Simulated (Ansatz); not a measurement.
Energy needed to pull apart CH2BClSi, singlet, into free ground-state atoms, from the structure below (displaced at random from a GFN2-xTB minimum); no zero-point or spin–orbit terms; open-shell atoms are treated unrestricted, in their ground-state multiplicity.

```csv
atom,x (Å),y (Å),z (Å)
Si1,-0.8579,1.1439,-0.9764
C2,0.1570,0.5957,0.3232
B3,0.7635,-0.6411,0.7913
Cl4,0.2958,-2.2324,0.1741
H5,-1.9026,1.8029,-1.7910
H6,1.5582,-0.5648,1.5015
```

Computed with Ansatz 0.2.0 (basis: def2-TZVPP); correlated methods freeze the cores.

```tsv
method	atomization energy (kcal/mol)
PBE-D4	479.0
BLYP-D4	464.8
r2SCAN-D4	466.6
PBE0-D4	?
r2SCAN0-D4	451.6
wB97M-V	457.7
HF	?
MP2	464.7
CCSD	429.9
CCSD(T)	446.2
```

(1) What does HF give? (Judge from chemistry; the value comes from the calculation.)

(2) What does PBE0-D4 give? (Judge from chemistry; the value comes from the calculation.)

The T1 diagnostic stays at or below 0.026. The T1 diagnostic is large here, which may signal multireference character or strong orbital relaxation, so CCSD(T) is less sure. The restricted Hartree–Fock reference is unstable towards an unrestricted one here.

## Answers

(1) By the calculation: 307.3 kcal/mol, which is about 138.9 kcal/mol less than CCSD(T)/def2-TZVPP.

(2) The calculation gives: 461.8 kcal/mol, which is about 15.6 kcal/mol more than CCSD(T)/def2-TZVPP.

In triple zeta the MP2 and coupled-cluster atomization energies are still short of their basis limit by a few kcal/mol a bond, whereas those of the functionals are nearly converged, so these differences are not deviations from converged CCSD(T).

For scale, one of the runs: CCSD(T)/def2-TZVPP forces, 174 basis functions (an equivalent command: `ansatz run in.yaml --threads 4`). The run took 83 s on 4 CPU threads (shared host), with 2.7 GiB of host memory at its peak.
